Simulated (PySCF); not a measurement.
An unknown shows these calculated signals:

1H NMR (400 MHz, computed): δ 8.20 (d, 1H), 6.52 (m, 1H), 6.37 (m, 1H), 6.10 (m, 1H), 5.49 (m, 1H), 5.33 (m, 1H), 5.21 (m, 1H), 4.54 (br, 1H), 2.95 (m, 1H).

13C{1H} NMR (computed): δ 159.5 (CH), 152.5 (CH), 148.0 (CH), 147.4 (CH), 122.4 (CH2), 63.7 (CH), 54.7 (CH).

PySCF 2.14 calculation with GFN2-xTB structure and shielding tensors at PBE0/pcSseg-1 (GIAO); a single conformation, no relativistic terms, no solvent.

Chemical shifts δ = σref − σ; 1H (σref 31.72), 13C (σref 186.93) vs TMS, all at this level.

**Question.** Which of these does the molecule contain: a Si–CH3 group, a ketone, a non-aromatic C=C double bond, a vinyl group CH=CH2, an amide, a three-membered ring?

**Answer.** 
- A Si–CH3 group: no.
- A ketone: no.
- A non-aromatic C=C double bond: yes.
- A vinyl group CH=CH2: yes (δC 122.4, 147.4; δH 5.49 (m), 5.33 (m), 6.10 (m)).
- An amide: yes (δC 159.5; δH 8.20 (d)).
- A three-membered ring: no.

The data belong to SMILES C=C[C@@H]1C=C[C@H]1NC=O, C$_{7}$H$_{9}$NO; they needn't prove each group on their own.

Carbon signals by region: 5 in the sp2 and nitrile region (100–160 ppm), 2 at 50–100 ppm.

The OH or NH signal is concentration- and solvent-dependent in practice; the value given is the gas-phase one. Amide-type NH protons are broadened by 14N but still split neighbouring CH signals. Shifts are as computed. Against solution values, carbons near 30 ppm lie about +3 ppm off and those near 130 ppm about +5 ppm. Of 1211 compounds with measured shifts, 218 miss one by over three times the rms of a fit or turn the order of signals round; such compounds aren't used in these exercises. Hydrogen bonding in solution deshields acid and N–H amide carbonyl carbons by as much as 10 ppm beyond these values. No couplings were computed; multiplicities are counted from neighbouring protons, with m where these are inequivalent, close in shift, in a saturated or five-membered ring or joined by F or P, and br s for small geminal =CH2 splittings.
